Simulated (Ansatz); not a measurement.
A made-up structure of SiH3S2O (charge +1), singlet:

```json
{"atom": "O1", "x (Å)": "-0.9885", "y (Å)": "0.0326", "z (Å)": "-0.6279"}
{"atom": "S2", "x (Å)": "-1.1567", "y (Å)": "-0.6320", "z (Å)": "0.9444"}
{"atom": "Si3", "x (Å)": "0.6556", "y (Å)": "-0.1904", "z (Å)": "0.3544"}
{"atom": "S4", "x (Å)": "0.4472", "y (Å)": "0.2794", "z (Å)": "-1.5334"}
{"atom": "H5", "x (Å)": "-1.2227", "y (Å)": "0.9338", "z (Å)": "-0.4480"}
{"atom": "H6", "x (Å)": "1.1502", "y (Å)": "1.0352", "z (Å)": "1.1254"}
{"atom": "H7", "x (Å)": "1.1149", "y (Å)": "-1.4587", "z (Å)": "0.1851"}
```

It is relaxed with PBE-D4/def2-SVP and then PBE0-D4/def2-TZVP (Ansatz 0.2.0). Atoms count as bonded within 1.22 times the sum of their covalent radii (H–H: 0.88 Å). The end point is not checked to be a true minimum.

Question: Does its bonding change? (Judge from chemistry; the calculation decides.)

Answer: Computed: Yes. Formed: none; broken: O1–Si3.

Where it ends: The first stage lowers the energy by 4.35 eV in 11 steps. It ends as SiH₃S₂O ([OH]1[S][SiH2][S]1), total charge +1:
O1  (-1.388, 0.214, -0.820)
S2  (-1.230, -0.523, 0.794)
Si3  (0.930, -0.302, 0.491)
S4  (0.255, 0.320, -1.500)
H5  (-1.767, 1.111, -0.735)
H6  (1.555, 0.768, 1.290)
H7  (1.645, -1.589, 0.480)
(Å)

Labels in which every atom is bracketed show which atoms are joined, not bond orders.

For scale, one of the runs: PBE0-D4/def2-TZVP relaxation, 160 basis functions, launched by `ansatz run in.yaml --threads 2 --pin off --events-out ev --progress --plain --max-ram 4352MiB`. The run took about 31 s on 2 CPU threads of an Intel Xeon Platinum 8175M (shared host).
